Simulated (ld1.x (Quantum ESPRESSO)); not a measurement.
## arsenic: excitation energies, all-electron against ultrasoft

| Property | Result |
| --- | --- |
| Element | arsenic |
| Generator | ld1.x (Quantum ESPRESSO) 7.5 |
| Type | ultrasoft |
| Functional | PBE |
| Relativity | scalar-relativistic |
| Frozen core | [Ar] 3d10 |
| Valence charge | 5 |
| Reference configuration | 4s2 4p3 |
| Partial waves | 4s (bound): rcut 1.60, rcutus 1.80 bohr; 4s channel at -0.6 Ry: rcut 1.60, rcutus 1.80 bohr; 4p (bound): rcut 1.65, rcutus 2.00 bohr; 4p channel at 0.8 Ry: rcut 1.65, rcutus 2.00 bohr |
| Local potential | all-electron potential smoothed inside 1.60 bohr (lloc = -1) |
| Core correction | none |
| Augmentation charge | built from norm-conserving waves at rcut, not smoothed further |

Energies are relative to the spin-unpolarised reference configuration 4s2 4p3; without spin polarisation the order of configurations can differ from experiment. Not all tests gave a result: 1 of 7 tests not solved or not reliable. Left out of the table: 4s2 4p3.3 (pseudo-atom not self-consistent, printed error +0.1 meV).

```
valence configuration  charge  ΔE all-electron (eV)  error AE − PS (meV)
              4s2 4p2      +1                 9.149                 -5.2
              4s2 4p1      +2                27.067                  -26
              4s2 4p0      +3                54.770                  -45
              4s1 4p3      +1                19.256                 +0.7
              4s0 4p5       0                19.056                  +23
```

Q: What are ΔE and the potential's error for 4s1 4p0?

A: ΔE = 105.417 eV all-electron; the error (AE − PS) is +101 meV.

Levels in the configuration 4s2 4p2:

```tsv
level	all-electron (eV)	pseudo (eV)
4s	-23.355	-23.367
4p	-13.340	-13.349
```
